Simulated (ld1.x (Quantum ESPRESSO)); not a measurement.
## Reading a pseudo-wave (hydrogen (H))

Columns: radius, all-electron u(r) and pseudo u(r) of the 1s shell (level -12.49 eV) of hydrogen in the configuration 1s0.5; Wu–Cohen, non-relativistic, TM scheme, ld1.x (Quantum ESPRESSO) 7.5.

```json
{"r (bohr)": "0.060", "all-electron": "0.1203", "pseudo": "0.0979"}
{"r (bohr)": "0.120", "all-electron": "0.2263", "pseudo": "0.1937"}
{"r (bohr)": "0.180", "all-electron": "0.3192", "pseudo": "0.2856"}
{"r (bohr)": "0.240", "all-electron": "0.4001", "pseudo": "0.3717"}
{"r (bohr)": "0.300", "all-electron": "0.4701", "pseudo": "0.4503"}
{"r (bohr)": "0.360", "all-electron": "0.5302", "pseudo": "0.5200"}
{"r (bohr)": "0.420", "all-electron": "0.5813", "pseudo": "0.5801"}
{"r (bohr)": "0.480", "all-electron": "0.6243", "pseudo": "0.6300"}
{"r (bohr)": "0.540", "all-electron": "0.6599", "pseudo": "0.6701"}
{"r (bohr)": "0.600", "all-electron": "0.6888", "pseudo": "0.7008"}
{"r (bohr)": "0.660", "all-electron": "0.7118", "pseudo": "0.7234"}
{"r (bohr)": "0.720", "all-electron": "0.7294", "pseudo": "0.7391"}
{"r (bohr)": "0.780", "all-electron": "0.7422", "pseudo": "0.7493"}
{"r (bohr)": "0.840", "all-electron": "0.7507", "pseudo": "0.7552"}
{"r (bohr)": "0.900", "all-electron": "0.7554", "pseudo": "0.7577"}
{"r (bohr)": "0.960", "all-electron": "0.7566", "pseudo": "0.7576"}
{"r (bohr)": "1.020", "all-electron": "0.7548", "pseudo": "0.7551"}
{"r (bohr)": "1.080", "all-electron": "0.7504", "pseudo": "0.7504"}
{"r (bohr)": "1.140", "all-electron": "0.7436", "pseudo": "0.7436"}
{"r (bohr)": "1.200", "all-electron": "0.7347", "pseudo": "0.7347"}
{"r (bohr)": "1.260", "all-electron": "0.7241", "pseudo": "0.7241"}
{"r (bohr)": "1.320", "all-electron": "0.7119", "pseudo": "0.7119"}
{"r (bohr)": "1.380", "all-electron": "0.6984", "pseudo": "0.6984"}
{"r (bohr)": "1.440", "all-electron": "0.6838", "pseudo": "0.6838"}
{"r (bohr)": "1.500", "all-electron": "0.6683", "pseudo": "0.6683"}
{"r (bohr)": "1.560", "all-electron": "0.6520", "pseudo": "0.6520"}
```

**Question.** How many radial nodes do the two functions have?

**Answer.** The all-electron 1s function has n − l − 1 = 0; the pseudo-wave has 0.

**Question.** At about which radius was the pseudo-wave matched?

**Answer.** 1.20 bohr. The columns agree to 0.0005 from 1.02 bohr on; several derivatives are matched, so the curves merge somewhat inside the radius.

**Question.** Is the pseudo-wave norm-conserving?

**Answer.** Yes: the TM scheme keeps the norm inside the radius equal to the all-electron one, which fixes the energy derivative of the logarithmic derivative at the level.
